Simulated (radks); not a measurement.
Results of a calculation; reference values are marked as such.
Species: Ce2+. Configuration: [Xe] 4f2 (the NIST ground configuration).

Level of theory: non-relativistic Kohn-Sham, exchange-only LDA, spin-polarised, spherical densities, point nucleus; open shells are filled with parallel spins first (spin-orbit coupling, left out, can overturn this in heavy ions); relativity is left out, which matters for an element this heavy (a radial shooting solver on a logarithmic mesh with Libxc functionals).

Energy parts (hartree):
part                   energy
total              -8557.3609
kinetic             8557.3609
electron-nucleus  -20262.5563
Hartree             3338.6531
exchange            -190.8185

Orbitals (lengths in bohr, moments of r in powers of bohr; <r^-3> diverges for s and p1/2; r(90%) holds 90 % of the orbital's charge):
orbital  occ.  eigenvalue (hartree)   <r^-3>  r(90%)      <r^4>
1s up       1             -1406.239        -  0.0466  2.127e-06
1s down     1             -1406.239        -  0.0466  2.127e-06
2s up       1             -218.7704        -   0.172  0.0003685
2s down     1             -218.7698        -   0.172  0.0003684
2p up       3             -207.0142     6527   0.154  0.0002370
2p down     3             -207.0139     6527   0.154  0.0002370
3s up       1             -47.10351        -   0.430    0.01457
3s down     1             -47.08050        -   0.430    0.01455
3p up       3             -42.00676     1274   0.424    0.01362
3p down     3             -41.98550     1275   0.424    0.01360
3d up       5             -32.48203    212.7   0.397    0.01038
3d down     5             -32.46612    212.9   0.397    0.01036
4s up       1              -9.56248        -   0.963     0.3746
4s down     1              -9.50547        -   0.963     0.3742
4p up       3              -7.66709    272.7    1.01     0.4425
4p down     3              -7.60983    272.9    1.01     0.4422
4d up       5              -4.34084    37.35    1.13     0.6883
4d down     5              -4.28324    37.36    1.13     0.6895
4f up       2              -0.54100    4.203    1.97      8.179
4f down     0              -0.49000    4.111    2.04      9.804
5s up       1              -1.66978        -    2.33      12.69
5s down     1              -1.63299        -    2.34      13.08
5p up       3              -1.16617    38.41    2.66      21.54
5p down     3              -1.13582    37.31    2.69      22.43
5d up       0              -0.47471    2.682    4.04      112.6
5d down     0              -0.45912    2.531    4.11      121.0
5f up       0              -0.13819  0.06955    11.3       6655
5f down     0              -0.13532  0.07296    11.6       7332
6s up       0              -0.42928        -    5.64      438.9
6s down     0              -0.42097        -    5.70      454.9
6p up       0              -0.31854    5.742    6.76      892.6
6p down     0              -0.31170    5.619    6.84      935.2

The highest occupied level is 4f up at -14.721 eV. The spin density at the nucleus is -0.066 e/bohr^3 (1s 0.002, 2s -0.071, 3s -0.895, 4s -0.146, 5s 1.044). Virial ratio -V/T = 2.00000. The electron density at the nucleus is 1.38e+05 e/bohr^3. The density falls to 0.001 e/bohr^3 at r = 3.71 bohr. Summed over all electrons, <r^2> = 44.40 bohr^2, which gives a Langevin (diamagnetic) susceptibility term of -35.2 x 10^-6 cm^3/mol. Spin moment in Bohr magnetons: 2. For comparison, the ionisation energy in NIST's Atomic Spectra Database is 20.197 eV (semi-empirical). In exact Kohn-Sham theory the highest level is minus the ionisation energy, but local and semilocal functionals leave it too shallow, through self-interaction and a potential that decays too fast; potentials with the right tail come closer.
